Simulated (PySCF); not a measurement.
Vertical excitations of a molecule C3H8OSe from TDA-PBE/def2-SVPD in PySCF, as energy in eV (oscillator strength): 3.50 (0.000), 4.70 (0.008), 5.03 (0.008), 5.15 (0.048), 5.62 (0.002), 5.84 (0.018), 6.13 (0.038), 6.18 (0.009), 6.39 (0.018), 6.45 (0.124). Lowest triplet (TDA): 2.75 eV. Geometry optimised at TPSSh-D3(BJ)/def2-SVP. The values are those of a single conformer.

Problem. Identify the compound among the candidates.
A. OCCC[SeH]
B. COC[Se]C
C. C[C@@H]([SeH])CO
D. CC[Se]OC

Solution. D, CC[Se]OC
